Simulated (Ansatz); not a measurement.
Program: Ansatz. Geometries: PBE0-D4/def2-TZVP. ΔE: electronic, gas phase. CBS: MP2 limit from def2 TZ/QZ plus the TZ coupled-cluster correction, frozen cores. DFT in def2-TZVPP. B3LYP here is the variant with VWN-RPA as its local correlation; programs differ in this. Elements past krypton have def2 core potentials. For Ge, Te outer-core shells are correlated without core-valence functions, which leaves a few kJ/mol of doubt a bond. Scalar relativity is left out up to krypton. Each species was taken in one conformer, which may not be the lowest.

`C=C[S][GeH3]` + `C=C([SiH3])[TeH]` → `C=[C]([GeH3])[TeH]` + `C=CS[SiH3]`  (redistribution)

```csv
level,ΔE (kJ/mol),difference from CCSD(T)/CBS
B3LYP-D4,6.8,5.7
ωB97X-V,3.3,2.2
B2PLYP,4.1,3.0
PBE0,4.7,3.6
B3LYP,6.5,5.4
SCS-MP2/def2-TZVPP,1.0,-0.1
CCSD/def2-TZVPP,1.7,0.6
CCSD(T)/def2-TZVPP,1.3,0.2
HF/CBS(def2),7.3,6.2
CCSD/CBS(def2),1.5,0.4
CCSD(T)/CBS,1.1,0
```

Largest T1 diagnostic among the species: 0.012.

In def2-TZVPP, CCSD(T) changes the Hartree–Fock value by −5.5 kJ/mol (the triples alone add −0.4 kJ/mol) and MP2 by −7.0 kJ/mol.

CCSD(T)/CBS has its own doubt, a few kJ/mol and more with outer-core shells, so smaller differences from it don't rank the levels.
